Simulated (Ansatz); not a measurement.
Basis sets compared for GeF2. Total charge 0; singlet. Geometry PBE-D4/def2-TZVP. Ansatz on 4 threads of Intel Xeon on a shared host; times are rough, and most runs start from earlier orbitals.

```
atom   x (Å)   y (Å)   z (Å)
 Ge1   0.622   0.325   0.331
  F2   0.330  -0.197  -1.337
  F3  -0.953  -0.128   1.006
```

The 6-31G sets use Cartesian d functions.

Binding counts from free atoms (Ge triplet, F doublet) in the same basis, without a counterpoise term.

```json
{"level": "HF/STO-3G", "functions": "28", "energy (Eh)": "-2247.8129", "HOMO (eV)": "-7.06", "LUMO (eV)": "4.98", "binding per atom (eV)": "1.85", "wall time": "0.15 s"}
{"level": "HF/6-31G", "functions": "47", "energy (Eh)": "-2273.9404", "HOMO (eV)": "-11.94", "LUMO (eV)": "0.06", "binding per atom (eV)": "2.08", "wall time": "0.25 s"}
{"level": "PBE-D4/def2-SVP", "functions": "60", "energy (Eh)": "-2275.8472", "HOMO (eV)": "-7.47", "LUMO (eV)": "-3.26", "binding per atom (eV)": "3.87", "wall time": "0.35 s"}
{"level": "PBE-D4/def2-TZVP", "functions": "110", "energy (Eh)": "-2276.3675", "HOMO (eV)": "-7.72", "LUMO (eV)": "-3.46", "binding per atom (eV)": "3.88", "wall time": "0.55 s"}
{"level": "r2SCAN-D4/def2-TZVP", "functions": "110", "energy (Eh)": "-2276.7696", "HOMO (eV)": "-8.07", "LUMO (eV)": "-3.42", "binding per atom (eV)": "3.73", "wall time": "0.86 s"}
{"level": "PBE0-D4/def2-SVP", "functions": "60", "energy (Eh)": "-2275.8890", "HOMO (eV)": "-8.86", "LUMO (eV)": "-2.55", "binding per atom (eV)": "3.59", "wall time": "0.5 s"}
{"level": "PBE0-D4/def2-TZVP", "functions": "110", "energy (Eh)": "-2276.4079", "HOMO (eV)": "-9.03", "LUMO (eV)": "-2.70", "binding per atom (eV)": "3.63", "wall time": "0.85 s"}
```

**Question.** Estimate the rows for PBE-D4/def2-TZVPD, r2SCAN-D4/def2-TZVPD, PBE0-D4/def2-TZVPD.

**Answer.** 
```csv
level,functions,energy (Eh),HOMO (eV),LUMO (eV),binding per atom (eV),wall time
PBE-D4/def2-TZVPD,134,-2276.3712,-7.83,-3.55,3.88,0.75 s
r2SCAN-D4/def2-TZVPD,134,-2276.7724,-8.14,-3.48,3.74,1.2 s
PBE0-D4/def2-TZVPD,134,-2276.4110,-9.10,-2.77,3.64,0.91 s
```
